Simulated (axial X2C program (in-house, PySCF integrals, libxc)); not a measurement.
**TeCl: from the spin-free to the two-component result**

Computed with an in-house relativistic program for diatomic molecules. Spin-free means the one-electron spin-free X2C Hamiltonian; two-component (2c) means X2C with spin–orbit coupling and atomic mean-field two-electron Coulomb and Gaunt terms, so the difference of the two also holds small scalar two-electron terms. Basis: Te dyall-cv3z [11s12p8d4f1g], Cl dyall-av3z [9s8p3d2f] (cores contracted in-house); Gaussian nuclei, density fitting, unrestricted open shells. Masses: Te 129.906 u, Cl 34.969 u.

Spin-free state: M_S = 1/2, Λ = 1 (beyond evenly filled blocks: π+α, π+β, π-α); fragments Te + Cl.

| level | Re (Å) | ωe (cm⁻¹) | De (eV) | μ (D) |
| --- | --- | --- | --- | --- |
| PBE0 | 2.317 | 393.9 | 2.757 | -1.41 |
| B3LYP | 2.347 | 373.1 | 2.702 | -1.53 |

Dipoles are positive if Cl is the positive end.

**Question.** Within this multiplet, which Ω should lie lowest by the rule for regular and inverted multiplets?

**Answer.** The open π shell holds three electrons, one hole, so the multiplet is inverted: Ω = Λ + 1/2 = 3/2. The PBE0 2c search agrees.

Two-component determinant lowest at the distance of the search:

Ω = 3/2 (⟨Sz⟩ = 0.51, ⟨Lz⟩ = 0.99 at PBE0); fragments Te + Cl.

```json
{"level": "PBE0", "Re (Å)": "2.328", "ωe (cm⁻¹)": "382.6", "De (eV)": "2.773", "μ (D)": "-1.60"}
{"level": "B3LYP", "Re (Å)": "2.360", "ωe (cm⁻¹)": "360.7", "De (eV)": "2.648", "μ (D)": "-1.74"}
```

**Question.** From the two tables, how do the constants change at the PBE0 level (2c against spin-free)?

**Answer.** At the PBE0 level Re increases by 0.011 Å and ωe falls by 11.3 cm⁻¹; De is not compared, since the atomic limits differ or miss part of their spin–orbit lowering.

One determinant describes the state; a PBE0 search over occupations chose it and may have missed a lower one. De is counted from the lowest determinant-based energies of the atoms at the same level, without counterpoise correction. Density functionals use the spin component along the axis (collinear). The 2c atoms are single determinants rather than J levels; their spin–orbit lowering is only partly caught, and De is too large by that part. This holds for PBE0, B3LYP. Without a current term, density functionals place determinants with orbital angular momentum somewhat too high.
